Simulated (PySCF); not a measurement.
C₂H₁₀O₂Si₂, SMILES O[SiH2]CC[SiH2]O. Atoms are numbered in the order given.

```xyz
16

O     -3.3846    -0.4254    -0.0826
Si    -1.7973    -0.3365     0.4272
C     -0.7583     0.7139    -0.7407
C      0.6430     1.0769    -0.2313
Si     1.8356    -0.3646    -0.0048
O      3.3847     0.1765     0.3029
H     -3.5661    -0.9895    -0.8389
H     -1.8344     0.2952     1.7764
H     -1.2019    -1.7089     0.5344
H     -1.3468     1.6267    -0.9427
H     -0.6916     0.1839    -1.7086
H      1.1304     1.7828    -0.9292
H      0.5828     1.6146     0.7318
H      1.4735    -1.1954     1.1764
H      1.7893    -1.2136    -1.2422
H      3.8194     0.6661    -0.4006
```

Coordinates come from a PBE0-D3(BJ)/def2-SVP optimisation. The structure was generated by enumeration, and PubChem lists no compound with its InChIKey, so it may never have been made. The values are those of a single conformer.

Level of theory: PBE/pcSseg-1 (PySCF).

GIAO shieldings, no solvent; atoms listed in one row are averaged. δ = σ(ref) − σ: ¹⁷O against H2O (σ = 334.3 ppm); ²⁹Si against TMS (σ = 335.4 ppm); ¹³C against TMS (σ = 182.0 ppm); ¹H against TMS (σ = 31.49 ppm), references at their B3LYP-D3(BJ)/def2-TZVP geometries, non-relativistic.

Computed chemical shifts:
```csv
nucleus,atoms,count,δ (ppm)
¹⁷O,O6,1,32.6
¹⁷O,O1,1,30.0
²⁹Si,Si5,1,-7.0
²⁹Si,Si2,1,-8.2
¹³C,"C3, C4",2,14.0
¹H,H9,1,5.52
¹H,H15,1,5.35
¹H,H14,1,5.24
¹H,H8,1,5.10
¹H,H10,1,1.39
¹H,H13,1,1.33
¹H,H12,1,1.10
¹H,H11,1,1.02
¹H,"H7, H16",2,0.57
```
